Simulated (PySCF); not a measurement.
C3H4O, SMILES C1C(=O)C1.

The structure is a stationary point at B3LYP-D3(BJ)/def2-SVP.

These are B3LYP-D3(BJ)/def2-SVP run with PySCF 2.14.0 values and carry that method's errors.

Harmonic, unscaled wavenumbers; measured fundamentals usually lie a few per cent lower.

Computed harmonic wavenumbers and intensities:
| mode | ν (cm⁻¹) | IR (km/mol) | Raman (Å⁴/amu) | depolarisation | moving atoms (share of kinetic energy) |
|---|---|---|---|---|---|
| 1 | 319 | 4.7 | 4.3 | 0.75 | C 44 %, H 39 %, O 17 % |
| 2 | 507 | 1.3 | 6.5 | 0.75 | C 51 %, O 27 %, H 21 % |
| 3 | 617 | 0.0 | 0.0 | – | H 89 %, C 11 % |
| 4 | 702 | 1.6 | 0.3 | 0.75 | H 96 % |
| 5 | 733 | 5.1 | 9.9 | 0.74 | C 54 %, O 24 %, H 22 % |
| 6 | 961 | 109.0 | 1.5 | 0.75 | C 69 %, H 29 % |
| 7 | 1012 | 27.0 | 1.7 | 0.24 | H 69 %, C 31 % |
| 8 | 1067 | 1.4 | 26.0 | 0.12 | C 60 %, H 25 %, O 15 % |
| 9 | 1069 | 27.2 | 0.3 | 0.75 | C 60 %, H 40 % |
| 10 | 1087 | 0.7 | 2.4 | 0.75 | H 55 %, C 44 % |
| 11 | 1153 | 0.0 | 7.1 | 0.75 | H 81 %, C 19 % |
| 12 | 1383 | 6.1 | 14.1 | 0.75 | H 92 %, C 8 % |
| 13 | 1407 | 5.6 | 10.6 | 0.63 | H 82 %, C 16 % |
| 14 | 1975 | 316.3 | 6.5 | 0.61 | C 69 %, O 30 % |
| 15 | 3105 | 0.9 | 36.0 | 0.75 | H 95 % |
| 16 | 3105 | 1.5 | 232.2 | 0.04 | H 95 % |
| 17 | 3193 | 0.0 | 121.1 | 0.75 | H 89 %, C 11 % |
| 18 | 3203 | 0.6 | 39.0 | 0.75 | H 89 %, C 11 % |
